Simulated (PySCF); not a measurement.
## Electronic absorption of C4H10P2Si

Compound: C4H10P2Si.
Cartesian coordinates in Å at the GFN2-xTB level; atoms count from 1:
```
atom  x, y, z in Å
C1    -2.2140    0.7073    1.3522
C2    -2.8137    0.3996    0.2190
C3    -2.1977   -0.3530   -0.9172
P4    -0.5594   -1.1555   -0.5050
P5     0.6742    0.2134   -1.3614
C6     2.3247   -0.5030   -0.9263
Si7    2.9335    0.1232    0.7727
H8    -2.7108    1.2616    2.1300
H9    -1.1929    0.4151    1.5491
H10   -3.8378    0.7091    0.0444
H11   -2.0763    0.3199   -1.7726
H12   -2.8838   -1.1506   -1.2253
H13    3.0284   -0.1978   -1.7023
H14    2.2734   -1.5911   -0.9267
H15    2.9401    1.5870    0.7659
H16    4.2851   -0.3954    0.9908
H17    2.0199   -0.3776    1.8016
```

Method: TDDFT CAM-B3LYP/def2-SVPD, vertical, gas phase, core orbitals frozen in the response in PySCF 2.14.0, density-fitted response routines.

Problem. What does the calculation give for the low-lying excited states?

Solution. 

| state | E (eV) | E (kJ/mol) | λ (nm) | f | main configurations (H = HOMO, L = LUMO) |
| --- | --- | --- | --- | --- | --- |
| S1 | 3.16 | 305 | 392.0 | 0.0001 | H-1→L (96%) |
| S2 | 4.08 | 394 | 303.7 | 0.131 | H→L (90%) |
| S3 | 4.92 | 474 | 252.2 | 0.0088 | H-2→L (92%) |
| S4 | 5.16 | 498 | 240.3 | 0.0019 | H-3→L (92%) |
| S5 | 5.44 | 525 | 228.0 | 0.011 | H-4→L (88%) |
| S6 | 5.78 | 558 | 214.5 | 0.0020 | H→L+1 (80%) |
| S7 | 6.38 | 615 | 194.4 | 0.310 | H-1→L+1 (84%) |
| S8 | 6.62 | 639 | 187.2 | 0.0028 | H→L+2 (74%), H→L+3 (9%) |

Triplets (Tamm–Dancoff): T1 1.97 eV, H→L (97%); T2 2.34 eV, H-1→L (97%); T3 4.54 eV, H-4→L (37%), H-2→L+2 (23%), H-2→L (21%).

The lowest singlet comes at 392 nm (305 kJ/mol) in the visible; it is dark (f under 0.0005); its leading configuration is HOMO-1→LUMO (96%). The most intense listed level is S7 at 6.38 eV (194 nm, f = 0.310), 3.21 eV above S1. Löwdin shares by element: HOMO phosphorus 72%, carbon 14% or more; LUMO phosphorus 78%, carbon 10% or more. Of the 8 states listed, 3 reach f = 0.01 and 1 stays under 0.0005. Orbital energies (eV): HOMO-3 -10.17, HOMO-2 -8.99, HOMO-1 -8.13, HOMO -8.03, LUMO -1.34, LUMO+1 0.94, LUMO+2 1.38. The oscillator strengths of these states sum to 0.468; summed over the whole spectrum of an exact calculation they would give the number of electrons, 78 (Thomas–Reiche–Kuhn). S1 lies in the visible range (380 to 750 nm), at 392 nm, dark in the vertical dipole picture (f under 0.0005); light of that wavelength is violet, and its complementary colour is yellow-green; a Tamm–Dancoff triplet lies at 631 nm, without intensity as long as spin–orbit coupling is left out. The window holds the lowest 8 singlets.

One conformer stands for the species.
